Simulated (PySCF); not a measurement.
# Electron correlation in P⁺ (phosphorus, charge +1)

[Ne] 3s2 3p2, high-spin 3P determinant. Computed with PySCF 2.14 in def2-QZVPPD, with no relativity, point nucleus. Frozen: [Ne]; 4 electrons correlated.

```json
{"level": "CCSD", "correlation energy (mhartree)": "-85.64"}
{"level": "(T)", "correlation energy (mhartree)": "-2.67"}
{"level": "CCSD(T)", "correlation energy (mhartree)": "-88.31"}
```

Diagnostics: T1 = 0.010, D1 = 0.0254, largest double amplitude 0.102.

Question: Is a single reference adequate?

Answer: Mostly. T1 lies below 0.03, but a double amplitude of this size points to a near-degeneracy that CCSD handles and MP2 describes poorly.
